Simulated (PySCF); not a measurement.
How methods differ on the excitation energy of Cd

Cd [Kr] 4d10 5s2 (1S) → Cd [Kr] 4d10 5s1 5p1 (3P), as a difference of total energies. Calculation: PySCF 2.14, in aug-cc-pVTZ-PP with ECP28MDF; a scalar-relativistic core potential. Correlated levels: valence: 4s2 4p6 frozen. The calculations carry no spin-orbit coupling.

| method | excitation energy (cm⁻¹) |
| --- | --- |
| UHF | 20119 |
| MP2 (valence) | 31178 |
| SCS-MP2 (valence) | 31637 |
| CCSD (valence) | 29671 |
| CCSD(T) (valence) | 30669 |

Errors of the correlated levels include the incompleteness of this basis and the frozen core.

For comparison: 31246 cm⁻¹ (measured; NIST levels, between the centres of gravity of the two terms).
